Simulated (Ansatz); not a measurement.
Program: Ansatz. Geometries: PBE0-D4/def2-TZVP. ΔE: electronic, gas phase. CCSD(T)/CBS is the MP2 limit (def2-TZVPP, def2-QZVPP) plus CCSD(T) − MP2 in def2-TZVPP, frozen cores. Functionals use def2-TZVPP. For Mg outer-core shells are correlated without core-valence functions, which leaves a few kJ/mol of doubt a bond. One conformer a species, not always the lowest.

`[SiH3][CH2][AlH][S][SiH3]` + `[OH][Mg][OH]` → `[OH][Mg][O][SiH3]` + `[CH3][AlH][S][SiH3]`  (ligand exchange at the Si–C bond)

| level | ΔE (eV) |
| --- | --- |
| PBE-D4 | -1.01 |
| ωB97M-V | -1.14 |
| MP2/def2-QZVPP | -1.18 |
| SCS-MP2/def2-QZVPP | -1.24 |

Q: What does CCSD(T)/CBS give? (Best estimate.)

A: Ansatz gave: -1.18 eV. The listed levels differ from it by 0.17, 0.04, 0.00, -0.06 eV.

Largest T1 diagnostic among the species: 0.011.

The D4 term adds +0.09 eV with B3LYP and +0.06 eV with PBE0; it sums over pairs of atoms, weighted by their polarisabilities, and B3LYP, whose exchange is more repulsive, gets the larger term. In def2-TZVPP, CCSD(T) changes the Hartree–Fock value by +0.27 eV (the triples alone add +0.04 eV) and MP2 by +0.27 eV.

B3LYP here is the variant with VWN-RPA as its local correlation; programs differ in this.
